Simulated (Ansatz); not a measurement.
Molecule: InF₃, charge 1, multiplicity 2. SMILES of the parent species: [F][In]([F])[F]
Geometry from a B3LYP-D3(BJ)/def2-TZVP (Ansatz, a first-principles code) optimisation:
```
In
F 1 1.8657
F 1 2.0116 2 149.46
F 1 2.0116 2 149.46 3 180.00
```
Charge +1, spin multiplicity 2.

Parts of the frozen-core correlation energy in STO-3G (Ansatz, hartree). Frozen orbitals: 26; correlated occupied orbitals by spin: 12 and 11; virtual: 4 and 5. Open shells are spin-unrestricted. Spin-orbit coupling is left out. In def2 rows, elements after Kr have scalar-relativistic effective core potentials. STO-3G rows are all-electron and non-relativistic. The program attaches cautions to this run: other roots.

| term | value |
|---|---|
| reference (HF) | -5976.76609 |
| MP2 opposite-spin | -0.05222 |
| MP2 same-spin | (withheld) |
| CCSD correlation | (withheld) |
| (T) | (withheld) |
| T1 diagnostic | 0.044 |
| largest doubles amplitude | 0.124 |
| <S^2> of the reference | 0.921 |

**Question.** Complete the blanks.

**Answer.** 
- MP2 same-spin, value: -0.01728
- CCSD correlation, value: -0.10818
- (T), value: -0.01211
